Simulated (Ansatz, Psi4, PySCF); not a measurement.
cesium atom (Cs), doublet (core potentials on Cs). Base run: PBE0/def2-TZVP (PySCF).

PySCF was given this input:
```python
from pyscf import gto, scf, dft

mol = gto.M(
    atom='''
Cs    0.000000    0.000000    0.000000
''',
    basis='def2-tzvp',
    ecp={'Cs': 'def2-tzvp'},
    charge=0,
    spin=1,
    verbose=3,
)

mf = dft.UKS(mol)
mf.xc = 'pbe0'
mf.kernel()
```

The same geometry, method and basis name were run in Ansatz (an electronic-structure program) and Psi4 and PySCF, at each program's defaults and at the settings that a row names. The base is PySCF at its defaults. Differences at the defaults can come from grids, fitting, cores and function types together.

```json
[
 {"code and settings": "PySCF, defaults (exact integrals, its default grid, spherical functions)", "ΔE vs base (µEh)": "0.0", "basis functions": "29", "E (Eh)": "-20.13996", "SCF cycles": "7"},
 {"code and settings": "Psi4, defaults (density fitting with its default set, its default grid, spherical functions)", "ΔE vs base (µEh)": "0.2", "basis functions": "29", "E (Eh)": "-20.13996", "SCF cycles": "8"},
 {"code and settings": "Ansatz, defaults (factorised integrals, its default grid, spherical functions)", "ΔE vs base (µEh)": "6.6", "basis functions": "29", "E (Eh)": "-20.13995", "SCF cycles": "-"},
 {"code and settings": "PySCF, density fitting with def2-universal-jkfit", "ΔE vs base (µEh)": "0.4", "basis functions": "29", "E (Eh)": "-20.13996", "SCF cycles": "7"},
 {"code and settings": "PySCF, fine grid", "ΔE vs base (µEh)": "0.0", "basis functions": "29", "E (Eh)": "-20.13996", "SCF cycles": "7"},
 {"code and settings": "Psi4, exact integrals, spherical functions, fine grid", "ΔE vs base (µEh)": "0.0", "basis functions": "29", "E (Eh)": "-20.13996", "SCF cycles": "10"},
 {"code and settings": "Ansatz, high accuracy", "ΔE vs base (µEh)": "0.0", "basis functions": "29", "E (Eh)": "-20.13996", "SCF cycles": "-"}
]
```

Open shells are given as the SCF converged; they aren't shown to be the lowest states, and a large step between rows can be another state.
